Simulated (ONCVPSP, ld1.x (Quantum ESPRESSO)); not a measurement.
Potentials for Si compared

Generated with ld1.x 7.5 (TM, RRKJ, ultrasoft, PAW), atompaw 4.2 or ONCVPSP 4.0.1. The cutoff is in Ry: for ld1.x and atompaw files where the sum of valence levels is converged to 10 mRy in a Bessel basis, for ONCV files where the hardest occupied wave has 1 mHa per electron of residual kinetic energy. The error is the largest all-electron minus pseudo excitation energy over each file’s own four to seven test configurations (ionisations up to +4, promotions, holes and added fractions of an electron), all of which were solved. The labels leave out finer settings (local radius, basis sizes, second energies), which also bear on the numbers. Spin-polarised tests are not counted. The rows are a selection from randomly drawn settings: files with unsolved tests, undetermined cutoffs or missed reference levels are left out.

A true bound ghost makes a file unfit for plane-wave use even where its test errors are small: the radial tests pick states by their node count and pass the ghost by.

```tsv
potential	cutoff (Ry)	largest error (meV)	bound ghosts
ONCV, PBE, scalar-relativistic, rc 1.65/2.05 (sp), local smoothed, core correction yes, reference 3s2 3p2, qcut 5.2/4, projectors 2/3	17	+84	none
ONCV, PBE, scalar-relativistic, rc 1.65/2.30 (sp), local smoothed, core correction yes, reference 3s2 3p1, qcut 5/4, projectors 3/1	17	+24	s
```

Question: Fill in the row for Si: TM, LDA (PZ), scalar-relativistic, rc 1.44/1.95/1.85 (spd), local smoothed, core correction yes, reference 3s2 3p2.

Answer: cutoff 30 Ry, largest error +84 meV, bound ghosts: none.

Question: Fill in the row for Si: ONCV, LDA (Perdew-Zunger), non-relativistic, rc 1.40/1.70/1.80 (spd), local smoothed, core correction no, reference 3s2 3p1, qcut 3.6/4.4/5.7, projectors 2/2/2.

Answer: cutoff 143 Ry, largest error +174 meV, bound ghosts: s.

Question: Fill in the row for Si: ONCV, PBE, scalar-relativistic, rc 1.25/1.55/1.25 (spd), local s, core correction no, reference 3s2 3p2, qcut 4.7/4.2/7.3, projectors 0/2/2.

Answer: cutoff 91 Ry, largest error +72 meV, bound ghosts: none.
